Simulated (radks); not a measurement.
Question: The magnesium ion Mg2+, [Ne]. All-electron calculation, non-relativistic Kohn-Sham, exchange-only LDA, spin-polarised, spherical densities, point nucleus. Program: a radial shooting solver on a logarithmic mesh with Libxc functionals. Every spin shell is full or empty, so the densities are truly spherical. Functionals are evaluated on that one density, not self-consistently. Rank these exchange functionals by their error against the exact value of the orbitals, and give that value: LDA, PBEsol, PW91, PW86, OPTX, WC, AM05, SOGGA, G96, EV93, APBE, TPSS, revTPSS, MVS.

Answer: Exact: -15.5718 hartree. From best to worst, with 100 (|E| - |E exact|)/|E exact| (equal figures are ties): MVS -0.04, OPTX +0.06, PW91 -0.11, revTPSS -0.19, G96 +0.19, TPSS +0.41, PW86 +0.66, APBE +0.69, WC -1.70, EV93 +1.76, PBEsol -3.69, SOGGA -3.75, AM05 -7.38, LDA -8.64.
